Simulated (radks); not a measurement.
Problem. Radial electron density D(r) = 4 pi r^2 rho(r) of an atom or ion with 25 electrons. Method: non-relativistic Kohn-Sham, LB94 model potential, spin-polarised, spherical densities, point nucleus; computed with a radial shooting solver on a logarithmic mesh with Libxc functionals.

| r (bohr) | D(r) (e/bohr) | spin D(r) |
|---|---|---|
| 0.001054 | 2.483 | -0.00000897 |
| 0.001319 | 3.754 | -0.0000135 |
| 0.001637 | 5.544 | -0.0000199 |
| 0.002048 | 8.220 | -0.0000295 |
| 0.002541 | 11.86 | -0.0000422 |
| 0.003179 | 17.07 | -0.0000600 |
| 0.003946 | 23.77 | -0.0000814 |
| 0.004936 | 32.67 | -0.000106 |
| 0.006127 | 43.05 | -0.000121 |
| 0.007665 | 55.12 | -0.0000954 |
| 0.009513 | 66.82 | 0.0000665 |
| 0.0119 | 77.06 | 0.000693 |
| 0.01477 | 82.99 | 0.00266 |
| 0.01848 | 83.64 | 0.00903 |
| 0.02293 | 79.89 | 0.0273 |
| 0.02869 | 75.68 | 0.0819 |
| 0.03561 | 77.15 | 0.224 |
| 0.04455 | 87.79 | 0.594 |
| 0.05529 | 102.4 | 1.41 |
| 0.06917 | 110.0 | 3.12 |
| 0.08585 | 101.3 | 5.98 |
| 0.1074 | 82.33 | 10.1 |
| 0.1333 | 72.40 | 14.1 |
| 0.1668 | 77.04 | 16.1 |
| 0.207 | 78.10 | 14.2 |
| 0.259 | 58.16 | 9.11 |
| 0.3214 | 28.58 | 4.05 |
| 0.4021 | 7.951 | 1.08 |
| 0.499 | 1.229 | 0.167 |
| 0.6243 | 0.07944 | 0.0113 |
| 0.7748 | 0.002197 | 0.000343 |

What is the nuclear charge?

Solution. Z = 66. The innermost maximum, from 1s, lies near 1/Z = 0.0152 bohr (found: 0.0169), and its height grows with Z. The density is that of the dysprosium ion Dy41+ in [Ar] 3d7; the configuration itself is not fixed sharply by these data, and Z only to a few units. D(r) has 3 maxima, at r = 0.0169, 0.0686, 0.190 bohr, and minima at 0.0308, 0.137 bohr, inside which lie 1.99, 11.55 electrons.
